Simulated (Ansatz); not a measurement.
Cost and result for the atomization energy of BCl₂H₃OSi (`[SiH3]OB(Cl)Cl`) (8 atoms, 7 bonds).

```xyz
8

Si   -0.7437    0.1061   -1.0205
O     0.0962   -0.7050    0.1712
B     0.8568   -0.2962    1.1857
Cl    1.1417    1.4203    1.4791
Cl    1.5942   -1.4683    2.2556
H    -1.7618    0.9821   -0.3957
H    -1.3865   -0.9424   -1.8412
H     0.2031    0.9035   -1.8341
```

Charge 0, multiplicity 1. Geometry: relaxed with PBE0-D4/def2-TZVP. It is one conformer, not always the lowest. Program: Ansatz. All runs use 4 threads of an Arm Neoverse V2 on a shared host. Times are those of one run each, without the atoms' runs, and a repeat can differ threefold. Electronic energies, without spin–orbit coupling; frozen cores. CCSD(T)/CBS adds CCSD(T) − MP2 in def2-TZVPP to the MP2 limit, and its time is that of the two runs behind it. T1 = 0.012.

CCSD(T)/CBS is a level of theory with its own doubt, some kJ/mol a heavy atom from the limit and from the frozen cores, so smaller differences don't rank the functionals.

```csv
level,functions,wall time,atomization (kJ/mol),difference from CCSD(T)/CBS,per bond
BLYP-D4/def2-TZVPP,230,1.8 s,2875.4,-26.7,-3.8
revPBE-D4/def2-TZVPP,230,1.9 s,2863.1,-39.0,-5.6
CCSD(T)/def2-SVP,97,2.3 s,2733.7,-168.4,-24.1
BHLYP-D4/def2-TZVPP,230,2.5 s,2822.2,-79.9,-11.4
CAM-B3LYP-D4/def2-TZVPP,230,2.8 s,2905.7,3.6,0.5
PBE-QIDH/def2-TZVPP,230,4.3 s,2893.3,-8.8,-1.3
B2PLYP/def2-TZVPP,230,4.5 s,2867.0,-35.1,-5.0
r2SCANh-D4/def2-TZVPP,230,4.9 s,2909.1,7.0,1.0
B97M-V/def2-TZVPP,230,6.5 s,2936.4,34.3,4.9
ωB97X-V/def2-TZVPP,230,7 s,2917.2,15.1,2.2
MP2/def2-QZVPP,414,14 s,2958.6,56.5,8.1
CCSD(T)/def2-TZVPP,230,86 s,2822.7,-79.4,-11.3
CCSD(T)/CBS(def2),–,100 s,2902.1,0.0,0.0
```

At CCSD(T), def2-SVP lies −168.4 kJ/mol from the extrapolated value and def2-TZVPP −79.4 kJ/mol: correlation converges slowly with the basis, and small sets miss more of it in the bonded molecule than in its fragments. From r2SCAN to r2SCAN0 (25 % exact exchange), in def2-TZVPP and without D4, the atomization energy moves by −49.0 kJ/mol: exact exchange takes away binding that semilocal exchange gives to molecules. The D4 term adds +35.5 kJ/mol with B3LYP and +18.5 kJ/mol with PBE0; it sums over pairs of atoms, weighted by their polarisabilities, and B3LYP, whose exchange is more repulsive, gets the larger term.

B3LYP here is the variant with VWN-RPA as its local correlation; programs differ in this.
